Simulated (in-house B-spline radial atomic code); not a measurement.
**Ionising Pt4+ with different functionals**

Computed with an all-electron radial atomic-structure program (B-spline basis): scalar-relativistic (spin-free X2C) Hamiltonian, Fermi nucleus of rms radius 5.427 fm, spin-polarised at highest spin, spherical fractional occupations for the functionals, and exact exchange of hybrids averaged over the configuration. The ionisation energy is the difference of two self-consistent energies, [Xe] 4f14 5d6 → [Xe] 4f14 5d5, without Breit or QED terms; ε is the level of the shell that loses the electron (its least bound occupied spin orbital). There is no spin-orbit coupling in this Hamiltonian.

```tsv
method	rung	ΔSCF (eV)	-ε(5d) (eV)
PBE0	global hybrid	57.64	52.64
B3LYP	global hybrid	58.02	52.53
TPSSh	global hybrid	?	?
M06-2X	global hybrid	58.89	55.81
BHandHLYP	global hybrid	57.73	54.58
r2SCAN0	global hybrid	57.18	52.37
B97-1	global hybrid	57.97	52.53
HSE06	range-separated hybrid	?	?
wB97X	range-separated hybrid	57.63	55.28
CAM-B3LYP	range-separated hybrid	58.01	54.42
LC-wPBE	range-separated hybrid	57.62	55.59
```

What does HSE06 give?

ΔSCF 57.60 eV, and -ε(5d) = 52.19 eV.

What does TPSSh give?

ΔSCF 57.56 eV, and -ε(5d) = 51.36 eV.

Among the functionals, which spreads more, the ΔSCF values or the orbital energies?

The orbital energies: ΔSCF values span about 1.72 eV and the orbital energies 4.44 eV.

How do they compare with the NIST value?

NIST lists 56 eV ± 1.9 (tabulated theory, ground level to ground level). Errors run from +1.18 to +2.89 eV; all lie within about twice that uncertainty, so the table can't rank the methods.
